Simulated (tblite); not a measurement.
Species: C₆H₆O₂.
Geometry (GFN2-xTB, Å), atoms numbered from 1 in this order:
```
atom  x, y, z in Å
C1     2.0587    1.6746   -0.7096
C2     1.5642    0.7941   -0.0688
C3     0.9359   -0.2859    0.6714
C4    -0.3491   -0.6737   -0.0096
C5    -0.4784   -1.7484   -0.7804
C6    -1.5195    0.2235    0.1635
O7    -2.5617    0.1160   -0.4328
O8    -1.3193    1.1851    1.0772
H9     2.5081    2.4492   -1.2554
H10    1.6141   -1.1421    0.7046
H11    0.7354    0.0561    1.6894
H12   -1.4164   -1.9614   -1.2644
H13    0.3344   -2.4338   -0.9491
H14   -2.1072    1.7461    1.1419
```

Computed values, GFN2-xTB/tblite, gas phase, harmonic and unscaled. This tight-binding method is rough: wavenumbers can miss measured ones by several per cent, in bad cases by 10 to 20. One conformer, not necessarily the lowest.

Harmonic wavenumbers (cm⁻¹): 35.7, 46.0, 114.3, 237.7, 291.1, 311.9, 355.6, 435.7, 489.6, 556.1, 629.5, 641.1, 655.2, 691.1, 778.0, 792.3, 921.8, 924.2, 949.6, 1008.1, 1125.0, 1130.7, 1189.6, 1271.6, 1298.1, 1382.9, 1426.2, 1682.0, 1758.8, 2296.8, 2965.8, 2974.8, 3107.7, 3141.3, 3399.7, 3460.1.

A = 3113, B = 1615, C = 1280 MHz; mass 110.037 u (most abundant isotopes); point group C1, symmetry number 1.

**Question.** What is the zero-point energy?

**Answer.** Half the sum of the wavenumbers: 22238 cm⁻¹ = 266.02 kJ/mol.

**Question.** What is S at 298.15 K and 1 bar for an ideal gas of classical rigid rotors and harmonic oscillators?

**Answer.** Translation 167.48, rotation 118.42, vibration 100.93: S = 386.8 J/(mol K).

**Question.** And Cp and H(298.15 K) − H(0)?

**Answer.** Cp = 135.65 J/(mol K), of which vibrations give 102.39 (their classical limit is 36 R = 299.3); H(298.15 K) − H(0) = 25.11 kJ/mol without the zero-point energy, 15.19 from vibrations.

**Question.** How do the functions run with temperature in this model?

**Answer.** 
```tsv
T (K)	S (J/(mol K))	Cp (J/(mol K))	H − H(0) (kJ/mol)	G − H(0) (kJ/mol)	ln q(vib)
50	243.0	52.4	2.16	-9.99	0.79
100	283.4	66.5	5.11	-23.23	1.92
373.15	419.8	158.9	36.18	-120.49	7.55
500	471.0	190.5	58.43	-177.05	10.13
750	556.8	232.1	111.70	-305.89	14.98
1000	627.5	258.7	173.28	-454.18	19.40
```

q(vib) and H(0) count from the zero-point level.

**Question.** Which modes carry the vibrational entropy at 298.15 K?

**Answer.** 35.7 cm⁻¹: 22.95; 46.0 cm⁻¹: 20.85; 114.3 cm⁻¹: 13.37; 237.7 cm⁻¹: 7.62; 291.1 cm⁻¹: 6.14; 311.9 cm⁻¹: 5.66 J/(mol K); the other 30 give 24.36 together.

**Question.** Blend soft modes into free rotors: weight 1/[1 + (100 cm⁻¹/ν̃)⁴] for the oscillator and the rest for a rotor with moment μB/(μ + B), μ = h/(8π²ν), B = 10⁻⁴⁴ kg m². What vibrational entropy results?

**Answer.** 88.24 J/(mol K) in place of 100.93, which changes −T·S at 298.15 K by +3.78 kJ/mol.

**Question.** What must be added to the electronic energy to get the Gibbs energy at 298.15 K and 1 bar?

**Answer.** ZPE + [H(298.15 K) − H(0)] − T·S = 266.02 + 25.11 − 115.34 = 175.79 kJ/mol.

Hindered rotation and anharmonicity are outside this model. Other conformers, if any are populated, would add a mixing term that is left out. The structure is chiral; the term R ln 2 for an equal mix with its mirror image is left out.

Time: 0.29 s. Hardware: one thread of an Arm Neoverse V2, no GPU, shared host. The figure is for the frequency step alone.
